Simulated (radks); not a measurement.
Effect of the nuclear size on the cobalt ion Co11+, [Ne] 3s2 3p4. All-electron calculation, Dirac Kohn-Sham, LDA (Slater exchange, Perdew-Wang correlation), spin-unpolarised, spherical densities, finite nucleus; open shells fill j = l - 1/2 first; Fermi nuclear charge, rms radius 3.7875 fm. Program: a radial shooting solver on a logarithmic mesh with Libxc functionals. The rms radius is varied about that value; shifts are against it.

rms radius (fm)	total energy shift (eV)	density at nucleus (e/bohr^3)	1s1/2 shift (meV)	2s1/2 shift (meV)	2p1/2 shift (meV)	3s1/2 shift (meV)	3p1/2 shift (meV)	3p3/2 shift (meV)	4s1/2 (empty) shift (meV)
3.405	-0.0258	1.729e+04	-10.9	-0.994	0.114	-0.187	0.025	0.026	-0.059
3.4959	-0.0199	1.727e+04	-8.42	-0.767	0.088	-0.144	0.019	0.020	-0.045
3.7875	0	1.721e+04	0.000	0.000	0.000	0.000	0.000	0.000	0.000
4.136	0.0258	1.714e+04	10.9	0.994	-0.114	0.187	-0.025	-0.026	0.059
4.598	0.0634	1.705e+04	26.8	2.44	-0.279	0.459	-0.061	-0.063	0.144

Slopes of the eigenvalues against <r^2> in GHz/fm^2, as finite differences over the two radii next to the reference (eigenvalue slopes, not the field-shift constants of lines): 1s1/2 956, 2s1/2 87.2, 2p1/2 -9.97, 3s1/2 16.4, 3p1/2 -2.19, 3p3/2 -2.25, 4s1/2 (empty) 5.15.
